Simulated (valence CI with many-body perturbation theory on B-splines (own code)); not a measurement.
# Ba25+ in brief

Computed by relativistic CI+MBPT: three valence electrons over a frozen Dirac-Fock core [Ar] 3d10, a basis of 11 s, 11 p, 9 d, 7 f, 5 g, 2 h, 1 i functions for each j, with the one-electron correlation potential Σ1 (screened to all orders), the two-electron term Σ2, the three-electron term Σ3, Breit, model QED; selected single and double excitations, second order for the rest (own B-spline code, finite nucleus).

No measured levels were compared; by estimate levels hold to about 250 cm⁻¹ or 0.2 % of their energy and the worst to 1 %, as in measured heavy ions of charge 2 to 7; those with d or f electrons hold less well.

Levels are named by their leading jj configuration (3d3/2^4 stands for four electrons in 3d with j = 3/2), which in mixed levels can hold well under half, so a name can repeat and another be missing.

Rates and lifetimes use the calculated energies. Strong lines usually hold to 10 to 20 %, long lifetimes can be off by a factor of two.

Q: What is the ground level?

A: (4s^2 4p1/2) J=1/2, composition 99 % 4s2.4p 2P°, g = 0.663.

Q: Where does the other parity begin?

A: At (4s 4p1/2^2) J=1/2, 434430 cm⁻¹.

Q: Name the longest-lived excited levels whose lifetime is computed, and their main decay.

A: (4s 4p3/2 4d5/2) J=9/2 at 1498300 cm⁻¹ lives 32.0 μs, mostly by M1 to (4s 4p1/2 4d5/2) J=7/2; (4s^2 4p3/2) J=3/2 at 171890 cm⁻¹ lives 21.7 μs, mostly by M1 to (4s^2 4p1/2) J=1/2.

Q: Among levels below 2257000 cm⁻¹, which E1 lines absorb most strongly from the ground level?

A: to (4s^2 4d3/2) J=3/2 at 10.30 nm, f = 0.734; to (4s 4p1/2 4p3/2) J=1/2 at 14.64 nm, f = 0.416; to (4s 4p1/2 4p3/2) J=3/2 at 15.30 nm, f = 0.324.

Q: What is the ionisation energy?

A: 848.36 eV; NIST lists 846 ± 4 eV (theoretical).
